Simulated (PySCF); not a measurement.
System: CH$_{4}$Al (charge +1, singlet). It need not be the lowest isomer of its formula. SMILES: [AlH+][CH3]
Geometry: optimised at B3LYP-D3(BJ)/def2-TZVP (Ansatz).

Dispersion corrections to the total energy (kcal/mol) from the dftd3 and dftd4 libraries through PySCF: D3(BJ) without and D4 with the three-body term, each with the damping fitted for the functional named.

```
functional  D3(BJ)     D4
----------  ------  -----
PW6B95       -0.96  -1.16
BP86         -2.98  -1.65
TPSSh        -2.06      ?
PBE0         -1.54  -1.03
revPBE           ?  -4.00
B2GP-PLYP        ?  -0.51
r2SCAN       -0.46  -0.27
```

Fill in the missing entries.


- TPSSh, D4: -1.50
- revPBE, D3(BJ): -4.59
- B2GP-PLYP, D3(BJ): -1.49
